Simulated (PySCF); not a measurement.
Ga(H)3, SMILES [GaH3], PBE0/def2-SVP optimised geometry.

```
4

Ga    -0.39     0.00     0.00
H     -1.18    -1.36     0.00
H     -1.18     1.36     0.00
H      1.18     0.00     0.00
```

Density from PBE0/def2-TZVP in PySCF 2.14.0 at that geometry.

Minimum of the electron density along straight lines between bonded atoms, close to the bond critical point (lines longer than 1.1 times the sum of covalent radii, or with two minima, are not listed):

```csv
bond,length / Å,ρ at the minimum / e bohr⁻³,∇²ρ there / e bohr⁻⁵,position (fraction from the first atom)
Ga1–H2,1.571,0.115,0.14,0.60
Ga1–H3,1.571,0.115,0.14,0.60
Ga1–H4,1.571,0.115,0.14,0.60
```
